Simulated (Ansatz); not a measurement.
Coupled-cluster diagnostics for Ge(CF3)H3 (CH₃F₃Ge), Ansatz.

Geometry of the singlet (PBE0-D4/def2-SVP):

Cartesian coordinates in Å:
```
Ge -0.387 -0.898 0.249
C 0.378 0.878 -0.243
F -0.222 1.388 -1.327
F 1.686 0.792 -0.515
F 0.234 1.767 0.748
H 0.411 -1.428 1.446
H -0.241 -1.817 -0.970
H -1.860 -0.682 0.612
```

Correlated methods freeze 13 core orbitals; core or outer-core shells of Ge are correlated, in sets that lack core-valence functions.

**Question.** Estimate the CCSD(T) correlation energy, the shares of MP2 and (T), T1 and the reference's ⟨S²⟩ for: charge 0, singlet, own geometry in def2-TZVP; and the rough time on 4 threads of Arm Neoverse N1 on a shared host.

**Answer.** 
```tsv
state	basis	correlation (eV)	MP2 share (%)	(T) share (%)	T1	⟨S²⟩ (pure)	wall time
charge 0, singlet, own geometry	def2-TZVP	-32.939	95.5	3.1	0.013	0.00 (0.00)	2.6 min
```
Customary marks for T1 are 0.02 (closed shells), 0.045 (open shells) and about 0.05 (3d metals). T1 stays under 0.02 throughout.
